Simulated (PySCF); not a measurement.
A GIAO shielding run with PySCF 2.14.0 with density-fitted response routines (density fitting, non-relativistic, gas phase) on `O=CO[C@@H]1[C@H](F)C[SiH2][C@@H]1F`, C₅H₈F₂O₂Si:

```
$ OMP_NUM_THREADS=1 python probes_run.py task.json out

{"job": {"kind": "nmr", "xc": "PBE0", "basis": "pcSseg-1"}, "charge": 0, "multiplicity": 1}
O      3.253006    -0.013489    -0.589598
C      2.514593    -0.808483    -0.095418
O      1.209822    -0.684762     0.085976
C      0.579240     0.519572    -0.361131
C     -0.190915     1.116859     0.820323
F      0.678604     1.445701     1.834972
C     -1.222050     0.095691     1.292860
Si    -1.741690    -0.848420    -0.282384
C     -0.487722     0.123947    -1.377900
F      0.070738    -0.615866    -2.398038
H      2.821314    -1.791968     0.298173
H      1.348141     1.195540    -0.751926
H     -0.660433     2.057669     0.507894
H     -2.031697     0.588675     1.826392
H     -0.731541    -0.571140     2.001711
H     -1.406551    -2.265904    -0.265979
H     -3.111582    -0.558003    -0.706149
H     -0.900037     1.020698    -1.851435
```

Hardware: 1 thread of an Arm Neoverse V1, shared host. The job also computes population analyses, field gradients, ring-centre shieldings.

(1) How large is the calculation?

(2) How long does it take, and how much memory does it need?

Results:

(1) 86 electrons, 217 basis functions and 1148 auxiliary functions.

(2) 50 s of wall time, with 14 SCF cycles and 5 response iterations; peak memory 1 GiB. Times on a shared host scatter by some tens of per cent.
